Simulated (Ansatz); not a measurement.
Gas-phase electronic energies from Ansatz, PBE0-D4/def2-TZVP geometries. CCSD(T)/CBS is the MP2 limit (def2-TZVPP, def2-QZVPP) plus CCSD(T) − MP2 in def2-TZVPP, frozen cores. Elements past krypton have def2 core potentials. For Ga, I outer-core shells are correlated without core-valence functions, which leaves a few kJ/mol of doubt a bond. Scalar relativity is left out up to krypton. One conformer a species, not always the lowest.

`[F][Ga]([F])[I]` + `CC(N)=C=O` → `[CH3][Ga]([F])[I]` + `NC(F)=C=O`  (formal exchange of groups at a Ga–F bond)

```
            species  CCSD(T)/CBS(def2) energy (Eh)
  `[F][Ga]([F])[I]`                    -2421.09887
        `CC(N)=C=O`                     -246.98837
`[CH3][Ga]([F])[I]`                    -2361.14071
        `NC(F)=C=O`                     -306.89773
```

Problem. Work out ΔE.

Solution. ΔE = (-2361.14071) + (-306.89773) − (-2421.09887) − (-246.98837) = 0.04880 Eh = +30.6 kcal/mol.

Problem. What do rigid-rotor, harmonic-oscillator terms from PBE0-D4/def2-TZVP frequencies (298.15 K, 1 bar) make of the CCSD(T)/CBS value? (Best estimate.)

Solution. Computed: ΔZPE = -1.0 kcal/mol, ΔH = +29.8 kcal/mol, ΔS = 21 J/(mol·K), ΔG = +28.3 kcal/mol. Modes under 50 cm⁻¹ make the entropy rough.

Largest T1 diagnostic among the species: 0.016.

From BLYP to BHLYP (50 % exact exchange), in def2-TZVPP and without D4, ΔE moves by +3.5 kcal/mol. At CCSD(T), def2-SVP lies +2.4 kcal/mol from the extrapolated value and def2-TZVPP +1.1 kcal/mol. Leaving LDA and LC-ωPBE aside and taking each functional with its dispersion term where it has one, the values, not all of them listed here, spread over 5.0 kcal/mol, from PBE-D4 to PBE-QIDH. LDA lies −2.3 kcal/mol from PBE without D4.
